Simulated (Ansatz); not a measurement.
Consider the ligand exchange at the Si–N bond: `CC(C)=N[SiH3]` + `OC(O)=[Se]` → `OC(=[Se])O[SiH3]` + `CC(C)=N`.

Isolated molecules relaxed with PBE0-D4/def2-TZVP in Ansatz; ΔE leaves out vibrations. CBS: MP2 limit from def2 TZ/QZ plus the TZ coupled-cluster correction, frozen cores. Functionals use def2-TZVPP. B3LYP here is the variant with VWN-RPA as its local correlation; programs differ in this. For Se outer-core shells are correlated without core-valence functions, which leaves a few kJ/mol of doubt a bond. Scalar relativity is left out up to krypton. One conformer a species, not always the lowest.

`CC(C)=N[SiH3]`:

```xyz
14

C    -0.008   -2.047    0.077
C     0.000   -0.550    0.020
C    -0.145    0.162    1.343
N     0.121    0.043   -1.093
Si    0.148    1.756   -1.356
H     0.802   -2.403    0.722
H    -0.942   -2.401    0.528
H     0.102   -2.468   -0.920
H    -0.242   -0.525    2.184
H    -1.025    0.812    1.320
H     0.724    0.804    1.516
H     1.244    2.420   -0.591
H    -1.142    2.388   -0.951
H     0.364    2.008   -2.801
```

`OC(O)=[Se]`:

```xyz
6

O     0.517   -0.871    0.828
C     0.001    0.010    0.001
O    -0.661   -0.615   -0.947
Se    0.173    1.791    0.144
H     0.994   -0.378    1.508
H    -1.024    0.062   -1.533
```

`OC(=[Se])O[SiH3]`:

```xyz
9

O     2.185    0.759   -0.172
C     1.100    0.024   -0.039
Se    1.109   -1.760    0.199
O     0.032    0.766   -0.104
Si   -1.528    0.097    0.036
H     2.942    0.160   -0.116
H    -1.778   -0.843   -1.074
H    -2.363    1.312   -0.099
H    -1.699   -0.516    1.368
```

`CC(C)=N`:

Cartesian coordinates in Å:
```
C 0.376 -0.699 -0.969
C 0.184 0.393 0.044
C -0.820 0.116 1.120
N 0.798 1.502 0.047
H 1.126 -0.429 -1.713
H 0.685 -1.626 -0.478
H -0.566 -0.915 -1.481
H -0.891 0.967 1.795
H -0.537 -0.776 1.688
H -1.804 -0.087 0.685
H 1.449 1.554 -0.737
```

Question: Is it downhill or uphill in electronic energy at CCSD(T)/CBS, and by how much? (Best estimate.)

Answer: Computed: Downhill: ΔE = -14.0 kcal/mol.

Question: What do these levels give: PBE0-D4, B3LYP-D4, ωB97M-V, PBE, r2SCAN, B3LYP, HF/def2-TZVPP, MP2/def2-TZVPP, SCS-MP2/def2-TZVPP, CCSD/def2-TZVPP, HF/CBS(def2), CCSD/CBS(def2)? (Best estimate.)

Answer: The calculation gave: PBE0-D4 -11.7, B3LYP-D4 -12.4, ωB97M-V -12.8, PBE -11.3, r2SCAN -12.0, B3LYP -12.5, HF/def2-TZVPP -13.7, MP2/def2-TZVPP -13.7, SCS-MP2/def2-TZVPP -14.1, CCSD/def2-TZVPP -14.0, HF/CBS(def2) -13.8, CCSD/CBS(def2) -14.1 kcal/mol.

Largest T1 diagnostic among the species: 0.016.
